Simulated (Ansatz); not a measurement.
Computed with Ansatz on PBE0-D4/def2-TZVP structures; ΔE is electronic, products minus reactants. CCSD(T)/CBS adds triple-zeta CCSD(T) − MP2 to the extrapolated MP2 energy (def2 sets, frozen cores). DFT in def2-TZVPP. For Mg outer-core shells are correlated without core-valence functions, which leaves a few kJ/mol of doubt a bond. Each species was taken in one conformer, which may not be the lowest.

Consider the substitution at a C–Si bond: `[CH3][AlH][SiH2]C` + `[OH][Mg][F]` → `C[O][Mg][F]` + `[CH3][AlH][SiH3]`.

```tsv
level	ΔE (kJ/mol)	difference from CCSD(T)/CBS
PBE-D4	88.7	-4.7
revPBE-D4	88.5	-4.9
B97M-V	88.0	-5.4
B2PLYP	86.8	-6.6
PBE-QIDH	92.5	-0.9
PBE	86.2	-7.2
r2SCAN	90.2	-3.2
r2SCAN0	91.0	-2.4
BHLYP	81.4	-12.0
HF/def2-SVP	56.9	-36.5
CCSD(T)/def2-SVP	65.4	-28.0
HF/def2-TZVPP	74.0	-19.4
CCSD/def2-TZVPP	88.0	-5.4
HF/def2-QZVPP	73.2	-20.2
SCS-MP2/def2-QZVPP	91.8	-1.6
CCSD/CBS(def2)	91.8	-1.6
CCSD(T)/CBS	93.4	0
```

Largest T1 diagnostic among the species: 0.012.

The D4 term adds +3.9 kJ/mol with B3LYP and +2.3 kJ/mol with PBE0; it sums over pairs of atoms, weighted by their polarisabilities, and B3LYP, whose exchange is more repulsive, gets the larger term. Leaving LDA and LC-ωPBE aside and taking each functional with its dispersion term where it has one, the values, not all of them listed here, spread over 9.2 kJ/mol, from BLYP-D4 to PBE-QIDH. At CCSD(T), def2-SVP lies −28.0 kJ/mol from the extrapolated value and def2-TZVPP −3.8 kJ/mol.

B3LYP here is the variant with VWN-RPA as its local correlation; programs differ in this.
